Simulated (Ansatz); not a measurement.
Mulliken charges of `F[SiH2][NH][GeH3]` from ωB97M-V/def2-TZVPP in Ansatz (PBE0-D4/def2-TZVP geometry).

```tsv
atom	x (Å)	y (Å)	z (Å)	charge (e)
F1	0.404	1.082	-2.286	-0.322
Si2	-0.378	1.224	-0.892	0.538
N3	-0.608	-0.256	-0.092	-0.421
Ge4	0.587	-1.135	1.006	0.171
H5	0.466	2.094	-0.043	-0.057
H6	-1.693	1.818	-1.226	-0.055
H7	-1.410	-0.805	-0.366	0.104
H8	1.699	-0.127	1.313	0.031
H9	1.157	-2.378	0.299	0.006
H10	-0.141	-1.568	2.290	0.005
```

**Question.** By hand: the dipole of these point charges (1 e Å = 4.8032 D).

**Answer.** Σ q r = (0.002, -0.105, 0.553) e Å, of length 0.563 e Å = 2.70 D.

**Question.** How does the dipole of the full density compare? (Estimate.)

**Answer.** Ansatz gave: (-0.172, -0.242, 0.293) e Å, 2.00 D; the point charges give 1.35 times that, at 37° from its direction.

Point charges leave out the atoms' own dipoles, such as those of lone pairs, and Mulliken's split depends on the basis, so the two needn't agree.
